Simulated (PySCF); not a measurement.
Species: AsBH₆.
Atom-mapped SMILES: `[BH3-:1][AsH3+:2]` (hydrogens: H3, H4, H5 on B1; H6, H7, H8 on As2)

Method: PBE0-D3(BJ)/def2-SVP geometry optimisation, gas phase in PySCF; density fitting, grid level 1; the optimiser is geomeTRIC in internal coordinates, started from a GFN2-xTB structure with every atom displaced at random (about 0.01 Å).

Step 0: E = -61597.8615 eV
```
atom  x, y, z in Å  |  force x, y, z in eV/Å
B1     -1.1990   -0.0898    0.0431   -0.153   0.886  -0.606
As2     0.8308    0.0417   -0.0358    0.332   0.188  -0.222
H3     -1.5791    0.1831   -1.0824    0.184   0.002  -0.078
H4     -1.4871    0.7622    0.8396   -0.019   0.264   0.353
H5     -1.4348   -1.1913    0.3686   -0.038  -1.064   0.370
H6      1.6855   -0.1959    1.1555    0.024  -0.167   0.665
H7      1.6645   -0.8218   -0.9207   -0.034  -0.432  -0.389
H8      1.5743    1.2928   -0.4203   -0.296   0.323  -0.092
```

Question: Estimate the geometry and energy of step 1. (The exact step hangs on the optimiser's Hessian estimate; all steps are aligned on step 0, rigid shifts and turns removed.)

Answer: E = -61597.9716 eV, largest force 0.364 eV/Å
```
atom  x, y, z in Å  |  force x, y, z in eV/Å
B1     -1.1809   -0.0645    0.0330   -0.091  -0.317   0.153
As2     0.8577    0.0195   -0.0334    0.144   0.059   0.046
H3     -1.5018    0.2025   -1.1088    0.011   0.025  -0.085
H4     -1.4504    0.7897    0.8604    0.018   0.006   0.010
H5     -1.4111   -1.2205    0.3804    0.026   0.198  -0.049
H6      1.6629   -0.2144    1.2328   -0.103   0.007  -0.144
H7      1.6310   -0.8792   -0.9760   -0.061   0.040   0.066
H8      1.4477    1.3480   -0.4409    0.057  -0.018   0.002
```

The energy changes by -0.1100 eV. The first-order estimate −F·Δx gives -0.2533 eV and the mean of the old and new forces, exact on a quadratic surface, -0.1112 eV. The step makes an angle of 54° with the force vector and moves no atom by more than 0.140 Å.

What follows is the cost of the whole optimisation. Time: 9.7 s wall; peak memory 0.33 GiB. Hardware: one thread of an Intel Xeon Platinum 8488C, shared host with 96 logical CPUs at a one-minute load of 21.
